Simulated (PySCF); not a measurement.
An EPR job on `C[C+]=[C][C@@H](C#N)/C=N/C` [radical].

Computed with UKS B3LYP, pcH-1 on C H N, non-relativistic, mean-field spin-orbit, GIAO (PySCF 2.14.0). Geometry: GFN2-xTB. The input is one job of a driver script: a line of settings, then coordinates in Å.

Command:
```bash
OMP_NUM_THREADS=1 python probes_run.py task.json out
```

Input:
```
{"job": {"kind": "epr", "basis": "pcH-1"}, "charge": 1, "multiplicity": 2}
C      3.341539    -0.382349    -0.933873
C      2.195802    -0.334283    -0.090999
C      1.237770    -0.302382     0.648345
C      0.107717    -0.195062     1.543051
C      0.008767     1.183390     2.008211
N     -0.058497     2.261733     2.363985
C     -1.182362    -0.585075     0.816774
N     -1.951173     0.255243     0.352844
C     -3.153777     0.399605    -0.313944
H      4.148427     0.196360    -0.475735
H      3.119429     0.059145    -1.905687
H      3.687799    -1.409239    -1.052918
H      0.246834    -0.857336     2.409225
H     -1.314311    -1.671098     0.748299
H     -3.777589     1.099452     0.250343
H     -2.960595     0.839044    -1.295619
H     -3.702777    -0.545119    -0.432750
```

Output:
```
UKS, coarse grid
  cycle   1  E = -380.53237137  |g| = 4.66e-01
  cycle   2  E = -379.46103864  |g| = 1.42e+00
  cycle   3  E = -380.62759549  |g| = 2.12e-01
  cycle   4  E = -380.64459486  |g| = 1.01e-01
  cycle   5  E = -380.64682926  |g| = 8.89e-02
  cycle   6  E = -380.65029092  |g| = 4.15e-02
  cycle   7  E = -380.65105772  |g| = 1.46e-02
  cycle   8  E = -380.65115662  |g| = 5.68e-03
  cycle   9  E = -380.65117692  |g| = 2.56e-03
  cycle  10  E = -380.65118337  |g| = 1.07e-03
  cycle  11  E = -380.65118557  |g| = 4.18e-04
UKS, final grid
  cycle   1  E = -380.65117004  |g| = 7.76e-04
  cycle   2  E = -380.65116781  |g| = 2.25e-03
  cycle   3  E = -380.65117033  |g| = 3.46e-04
  cycle   4  E = -380.65117039  |g| = 1.30e-04
  cycle   5  E = -380.65117041  |g| = 7.32e-05
  cycle   6  E = -380.65117042  |g| = 4.72e-05
  cycle   7  E = -380.65117042  |g| = 1.27e-05
E = -380.65117042 Eh   <S^2> = 0.7575 (exact 0.7500)
g shifts (ppm)      1          2          3
  rmc          -203       -203       -203
  gc             12         15         50
  oz_so         126        584       4336
  total         -64        396       4183
hyperfine (MHz)  atom isotope    a_iso     a_fc   dipolar eigenvalues
    0   13C      -5.52      -5.52     -1.68     -0.84      2.52
    1   13C       5.25       5.25    -12.64    -11.52     24.16
    2   13C      -7.28      -7.28    -10.08     -6.78     16.86
    3   13C      35.70      35.70     -8.17     -7.73     15.90
    4   13C      -3.38      -3.38     -1.47      0.08      1.38
    5   14N      -0.32      -0.32     -0.43     -0.31      0.74
    6   13C       9.70       9.70    -16.11      3.44     12.68
    7   14N      80.77      80.77    -30.99    -24.27     55.27
    8   13C      -0.17      -0.17     -7.37     -5.73     13.10
    9    1H      35.77      35.77     -1.91     -0.97      2.88
   10    1H      31.90      31.90     -1.94     -0.48      2.42
   11    1H       0.03       0.03     -1.03     -0.91      1.94
   12    1H       8.64       8.64     -3.32     -1.40      4.71
   13    1H     184.83     184.83     -4.30     -1.04      5.34
   14    1H      64.73      64.73     -6.82     -5.66     12.48
   15    1H       7.17       7.17     -5.73     -3.80      9.53
   16    1H     171.78     171.78     -6.02     -2.11      8.13
```

rmc, gc and oz_so are the mass-correction, gauge-correction and orbital-Zeeman/spin–orbit parts of the g shift along its three principal axes; a_iso is the isotropic hyperfine coupling and a_fc its Fermi-contact part. Atoms in this output count from 0.

Task: Get g_iso from the total shifts.

Result: Their mean is 1505 ppm; added to g_e = 2.002319 it gives 2.00382.

Task: How far is ⟨S²⟩ from the pure-spin value?

Result: S = 0.5 gives S(S+1) = 0.75; the run has 0.7575, 0.0075 more.

Main results: ⟨S²⟩ 0.758; g_iso 2.0038.

The structure is a single GFN2-xTB conformer in the gas phase; no vibrational or solvent corrections.

Task: Estimate the wall time. Hardware: one thread of an Intel Xeon at 2.60 GHz, shared host with 128 logical CPUs at a one-minute load of 9.8. And the peak memory of the process?

Result: About 90 s (density and orbital grids were written too), with 1.0 GiB resident at the peak, the Python interpreter and its libraries included.
Labels such as C1 count atoms from 1, the log's own numbers from 0.
